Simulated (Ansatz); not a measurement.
Born–Oppenheimer molecular dynamics of Cl₃FH₄NSTa (11 atoms, charge 0, multiplicity 1). It starts at the highest image of a converged band, a first-order saddle point between two minima.

All numbers below come from RHF/def2-SVP in Ansatz.

```yaml
ensemble: NVE (velocity Verlet)
time_step: 0.5 fs
steps_asked: 200
starting_velocities_drawn_for: 100 K
seed: 3152
```

Frames 0.5 fs apart, positions in Å, forces in eV/Å.

Velocities at 85 fs (Å/ps):

```
Ta -2.41 1.42 0.01
Cl 7.37 -10.02 -0.19
N 1.63 -5.20 -2.31
H 15.05 -9.97 0.02
H 2.62 8.37 1.50
F 5.83 -5.73 2.73
Cl -1.97 0.72 1.01
Cl 4.24 2.93 -1.23
S -2.35 5.02 0.31
H -5.13 7.45 -9.38
H 22.92 -16.55 -9.24
```

```xyz
11
Properties=species:S:1:pos:R:3:forces:R:3 time_fs=85 energy_less_start_eV=-0.529 T=555
Ta -0.196 0.305 -0.135 -0.59 -0.27 -0.86
Cl 2.814 -1.425 -0.316 0.34 0.91 -0.05
N 0.217 0.382 1.778 0.26 -0.96 0.55
H 0.134 -0.460 2.352 -0.10 0.56 -0.42
H 0.765 1.038 2.291 0.15 0.48 0.08
F 0.244 -0.007 -1.980 0.03 0.29 0.77
Cl -2.346 1.082 -0.277 -0.08 0.13 -0.05
Cl -0.620 -1.983 0.170 -0.06 -0.22 -0.01
S 1.172 2.330 -0.242 0.18 -0.24 0.69
H 1.200 2.424 -1.552 -0.01 0.09 -0.74
H 3.235 -0.202 -0.427 -0.12 -0.76 0.04
11
Properties=species:S:1:pos:R:3:forces:R:3 time_fs=85.5 energy_less_start_eV=-0.535 T=560
Ta -0.197 0.306 -0.135 -0.55 -0.25 -0.89
Cl 2.817 -1.430 -0.316 0.34 0.87 -0.05
N 0.218 0.379 1.777 0.43 -0.78 0.75
H 0.141 -0.464 2.351 -0.10 0.61 -0.45
H 0.766 1.043 2.292 -0.03 0.26 -0.08
F 0.247 -0.010 -1.979 0.02 0.29 0.78
Cl -2.347 1.082 -0.277 -0.09 0.14 -0.05
Cl -0.618 -1.982 0.169 -0.07 -0.24 -0.01
S 1.171 2.333 -0.242 0.17 -0.24 0.51
H 1.197 2.428 -1.557 -0.01 0.07 -0.55
H 3.247 -0.211 -0.431 -0.12 -0.73 0.04
11
Properties=species:S:1:pos:R:3:forces:R:3 time_fs=86 energy_less_start_eV=-0.542 T=566
Ta -0.198 0.307 -0.135 -0.51 -0.22 -0.91
Cl 2.821 -1.435 -0.316 0.32 0.79 -0.04
N 0.219 0.376 1.776 0.61 -0.53 0.90
H 0.148 -0.467 2.349 -0.10 0.59 -0.43
H 0.767 1.048 2.293 -0.20 0.04 -0.24
F 0.250 -0.013 -1.978 0.01 0.29 0.78
Cl -2.348 1.083 -0.276 -0.10 0.14 -0.05
Cl -0.616 -1.980 0.168 -0.08 -0.26 -0.01
S 1.170 2.335 -0.242 0.17 -0.24 0.28
H 1.194 2.432 -1.564 -0.02 0.05 -0.32
H 3.258 -0.222 -0.436 -0.10 -0.65 0.03
11
Properties=species:S:1:pos:R:3:forces:R:3 time_fs=86.5 energy_less_start_eV=-0.547 T=571
Ta -0.200 0.308 -0.135 -0.47 -0.19 -0.92
Cl 2.825 -1.440 -0.316 0.28 0.65 -0.03
N 0.220 0.373 1.776 0.76 -0.24 0.98
H 0.155 -0.468 2.347 -0.10 0.50 -0.36
H 0.768 1.054 2.293 -0.35 -0.17 -0.38
F 0.253 -0.016 -1.976 0.00 0.30 0.78
Cl -2.349 1.083 -0.276 -0.11 0.14 -0.05
Cl -0.614 -1.979 0.168 -0.08 -0.28 0.00
S 1.169 2.338 -0.241 0.16 -0.23 0.05
H 1.192 2.436 -1.572 -0.03 0.04 -0.08
H 3.268 -0.235 -0.440 -0.06 -0.52 0.02
11
Properties=species:S:1:pos:R:3:forces:R:3 time_fs=87 energy_less_start_eV=-0.551 T=573
Ta -0.201 0.308 -0.135 -0.43 -0.16 -0.93
Cl 2.829 -1.444 -0.316 0.22 0.48 -0.02
N 0.221 0.370 1.775 0.88 0.08 0.97
H 0.162 -0.468 2.343 -0.11 0.35 -0.24
H 0.768 1.059 2.292 -0.47 -0.33 -0.47
F 0.256 -0.019 -1.974 0.00 0.30 0.77
Cl -2.350 1.083 -0.275 -0.12 0.14 -0.05
Cl -0.612 -1.978 0.167 -0.09 -0.30 0.00
S 1.167 2.340 -0.241 0.15 -0.23 -0.19
H 1.189 2.440 -1.580 -0.03 0.02 0.16
H 3.279 -0.248 -0.445 0.00 -0.35 0.01
11
Properties=species:S:1:pos:R:3:forces:R:3 time_fs=87.5 energy_less_start_eV=-0.551 T=574
Ta -0.202 0.309 -0.135 -0.40 -0.13 -0.94
Cl 2.833 -1.449 -0.317 0.15 0.28 0.01
N 0.222 0.367 1.774 0.95 0.38 0.88
H 0.168 -0.468 2.339 -0.11 0.16 -0.10
H 0.767 1.063 2.290 -0.53 -0.43 -0.53
F 0.259 -0.021 -1.972 -0.01 0.30 0.77
Cl -2.351 1.084 -0.275 -0.12 0.14 -0.05
Cl -0.610 -1.976 0.166 -0.10 -0.32 0.00
S 1.166 2.343 -0.241 0.14 -0.22 -0.40
H 1.186 2.444 -1.587 -0.03 0.00 0.38
H 3.290 -0.263 -0.449 0.07 -0.15 -0.02
11
Properties=species:S:1:pos:R:3:forces:R:3 time_fs=88 energy_less_start_eV=-0.550 T=573
Ta -0.203 0.310 -0.135 -0.36 -0.10 -0.94
Cl 2.836 -1.454 -0.317 0.07 0.07 0.03
N 0.224 0.364 1.774 0.96 0.64 0.71
H 0.174 -0.467 2.335 -0.12 -0.06 0.07
H 0.765 1.067 2.287 -0.55 -0.48 -0.53
F 0.261 -0.024 -1.970 -0.01 0.31 0.76
Cl -2.352 1.084 -0.274 -0.13 0.14 -0.05
Cl -0.608 -1.975 0.166 -0.10 -0.34 0.01
S 1.165 2.345 -0.241 0.13 -0.22 -0.58
H 1.183 2.449 -1.594 -0.04 -0.02 0.56
H 3.301 -0.278 -0.453 0.15 0.06 -0.04
11
Properties=species:S:1:pos:R:3:forces:R:3 time_fs=88.5 energy_less_start_eV=-0.548 T=571
Ta -0.204 0.310 -0.135 -0.32 -0.08 -0.93
Cl 2.840 -1.459 -0.317 -0.01 -0.13 0.05
N 0.226 0.361 1.774 0.92 0.84 0.49
H 0.180 -0.466 2.331 -0.12 -0.27 0.23
H 0.762 1.069 2.283 -0.50 -0.45 -0.47
F 0.264 -0.026 -1.968 -0.02 0.31 0.75
Cl -2.353 1.085 -0.274 -0.14 0.15 -0.05
Cl -0.606 -1.974 0.165 -0.11 -0.36 0.01
S 1.164 2.348 -0.241 0.12 -0.22 -0.72
H 1.181 2.453 -1.599 -0.04 -0.03 0.70
H 3.312 -0.293 -0.458 0.22 0.26 -0.06
11
Properties=species:S:1:pos:R:3:forces:R:3 time_fs=89 energy_less_start_eV=-0.546 T=570
Ta -0.206 0.311 -0.136 -0.28 -0.05 -0.92
Cl 2.844 -1.464 -0.317 -0.08 -0.31 0.08
N 0.227 0.359 1.774 0.82 0.93 0.24
H 0.186 -0.466 2.328 -0.12 -0.45 0.36
H 0.757 1.070 2.277 -0.41 -0.36 -0.37
F 0.267 -0.029 -1.966 -0.02 0.31 0.74
Cl -2.354 1.085 -0.273 -0.14 0.15 -0.05
Cl -0.604 -1.972 0.165 -0.12 -0.38 0.02
S 1.163 2.350 -0.241 0.11 -0.23 -0.81
H 1.177 2.457 -1.603 -0.04 -0.04 0.80
H 3.324 -0.307 -0.463 0.30 0.43 -0.09
11
Properties=species:S:1:pos:R:3:forces:R:3 time_fs=89.5 energy_less_start_eV=-0.546 T=570
Ta -0.207 0.312 -0.136 -0.25 -0.03 -0.90
Cl 2.848 -1.468 -0.317 -0.14 -0.44 0.10
N 0.229 0.356 1.774 0.67 0.90 -0.01
H 0.191 -0.467 2.325 -0.11 -0.57 0.46
H 0.751 1.070 2.270 -0.28 -0.21 -0.23
F 0.270 -0.032 -1.964 -0.03 0.32 0.73
Cl -2.355 1.085 -0.273 -0.15 0.15 -0.05
Cl -0.601 -1.971 0.164 -0.12 -0.40 0.02
S 1.162 2.352 -0.240 0.09 -0.23 -0.85
H 1.174 2.461 -1.604 -0.04 -0.05 0.84
H 3.336 -0.320 -0.467 0.35 0.56 -0.10
11
Properties=species:S:1:pos:R:3:forces:R:3 time_fs=90 energy_less_start_eV=-0.548 T=571
Ta -0.208 0.312 -0.136 -0.21 -0.01 -0.88
Cl 2.851 -1.473 -0.317 -0.18 -0.51 0.11
N 0.231 0.354 1.774 0.49 0.75 -0.23
H 0.196 -0.469 2.323 -0.09 -0.60 0.49
H 0.745 1.069 2.263 -0.12 -0.01 -0.06
F 0.273 -0.034 -1.962 -0.03 0.32 0.72
Cl -2.356 1.086 -0.273 -0.16 0.15 -0.05
Cl -0.599 -1.970 0.163 -0.13 -0.41 0.02
S 1.161 2.355 -0.241 0.08 -0.25 -0.84
H 1.171 2.465 -1.604 -0.04 -0.05 0.84
H 3.349 -0.332 -0.472 0.38 0.63 -0.12
11
Properties=species:S:1:pos:R:3:forces:R:3 time_fs=90.5 energy_less_start_eV=-0.552 T=575
Ta -0.209 0.313 -0.136 -0.17 0.00 -0.85
Cl 2.855 -1.478 -0.317 -0.18 -0.51 0.11
N 0.233 0.352 1.773 0.29 0.48 -0.41
H 0.201 -0.473 2.323 -0.08 -0.53 0.47
H 0.738 1.069 2.256 0.06 0.20 0.12
F 0.276 -0.037 -1.960 -0.03 0.32 0.70
Cl -2.357 1.087 -0.272 -0.16 0.15 -0.05
Cl -0.597 -1.968 0.163 -0.14 -0.43 0.02
S 1.160 2.357 -0.241 0.07 -0.26 -0.78
H 1.168 2.469 -1.601 -0.04 -0.05 0.78
H 3.364 -0.342 -0.478 0.38 0.63 -0.12
```

Of the whole run (100 fs, mean temperature of the second half 546 K): The conserved energy stayed within 0.071 meV per atom of its start (net change 0.034 meV per atom), so the integration is sound. The kinetic energy rose, since the run started high on the potential surface and went downhill. It ends in pieces (Cl2FH3NSTa + ClH), so much of that is their flight and rotation, not heat. A run of 0.1 ps of so small a system gives no equilibrium averages. The orbitals stay closed-shell, which can raise the energy where a bond breaks towards radicals; this wasn't checked here.

Time of the run: 9.4 min on 4 threads of Arm Neoverse V1, with other jobs on the host, peak memory 0.52 GiB.
